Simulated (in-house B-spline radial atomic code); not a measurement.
The numbers below are computed, except where a source is named.
**Co in an electron gas of r_s = 3.3: phase shifts, screening and friction**

A nucleus sits in a uniform electron gas with a rigid positive background. The Kohn-Sham equations are solved self-consistently in the spin-unpolarised LDA (PW92), non-relativistic, on B-splines with outgoing waves at the boundary and partial waves to l = 8. The model has no lattice, no bands and no magnetic solution. Atomic units; δ_l are the phase shifts at the Fermi level, counted so that each bound state adds π, and good to about 0.0005. A narrow, partly filled d or f resonance in a thin gas would split by spin, so such rows rest on a solution that is probably unstable.

The density parameter is r_s = 3.3 bohr.

| l | δ_l (rad) |
| --- | --- |
| 0 | 9.7854 |
| 1 | 6.3942 |
| 2 | 2.7103 |
| 3 | -0.0152 |
| 4 | -0.0006 |
| 5 | -0.0002 |
| 6 | -0.0001 |
| 7 | -0.0002 |
| 8 | -0.0002 |

Bound levels below the band bottom (hartree): s -275.1, s -31.84, p -27.61, s -3.132, p -1.873.

(1) Check the Friedel sum rule, and say where the screening charge sits.

(2) Find the transport cross section and the electronic stopping of a 10 keV Co ion (mass 58.93 u).

Results:

(1) k_F = (9π/4)^(1/3)/r_s = 0.58156. The rule is Z = (2/π) Σ (2l + 1) δ_l. The terms are s 6.230, p 12.212, d 8.627, f -0.068 and -0.010 beyond, in all 26.991 against Z = 27. Bound states hold 6 s, 12 p, 0 d electrons, so the scattering states carry 8.99 in all.

(2) σ_tr = (4π/k_F²) Σ (l + 1) sin²(δ_l − δ_(l+1)). The terms for l = 0 to 3 are 0.0610, 0.5327, 0.4901, 0.0009, all together 1.0847, so σ_tr = 37.155 × 1.0847 = 40.303 bohr². With n = 3/(4π r_s³) = 0.006643, the friction coefficient is Q = n k_F σ_tr = 0.1557. For v well below v_F = 0.582, dE/dx = Q v; with 24801 eV per u at v = 1, v = √(10000/(24801 × 58.93)) = 0.0827, so dE/dx = 0.01288 hartree/bohr = 6.62 eV/nm. The largest term couples the p and d waves.
